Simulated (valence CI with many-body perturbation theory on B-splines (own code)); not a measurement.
**Sensitivity of CI+MBPT for Si⁺**

Calculated by relativistic CI+MBPT: three valence electrons over a frozen Dirac-Fock core [Ne], radial functions for each j: 6 s, 6 p, 5 d, 3 f, 1 g, with the one-electron correlation potential Σ1, the two-electron term Σ2, the three-electron term Σ3, Breit, model QED; selected CI, second order for the rest, scaled by the run's own slope (own B-spline code, finite nucleus).

Set against measurement, 21 paired levels are off by 105 cm⁻¹ on average, the worst by 191.

The reference run has the lowest level 3s2.3p 2P°_1/2 and an ionisation energy of 16.3369 eV. Its largest variational space holds 5286 state functions.

Names give the largest LS component (configuration and term), which can be under half, so a name can repeat, a term be missing and a line seem to break the LS rules; names also repeat where a configuration has a term twice.

```tsv
Level	Reference (cm⁻¹)	Shift (cm⁻¹)
3s2.3p 2P°_3/2	287	+1.4
3s.3p2 4P_1/2	42638	+23
3s.3p2 4P_3/2	42747	+17
3s.3p2 4P_5/2	42922	+17
3s.3p2 2D_3/2	55263	+35
3s.3p2 2D_5/2	55280	+36
3s2.4s 2S_1/2	65503	+13
3s.3p2 2S_1/2	76819	-1.1
3s2.3d 2D_3/2	79489	-0.1
3s2.3d 2D_5/2	79505	0
3s2.4p 2P°_1/2	81168	+3.9
3s2.4p 2P°_3/2	81228	+6.2
```

The ionisation energy moves by -0.0005 eV.

(1) Which of these changes was made?
A. natural orbitals for correlation on → off
B. box radius (bohr) 28.009 → 20.1; cutoff of virtual states (hartree) 392 → 60
C. selection threshold (hartree) 2e-08 → 1e-06; factor on the speed of light 1 → 10; QED terms on → off
D. Davidson tolerance 2e-05 → 0.03

## Answers

(1) D. Davidson tolerance 2e-05 → 0.03.
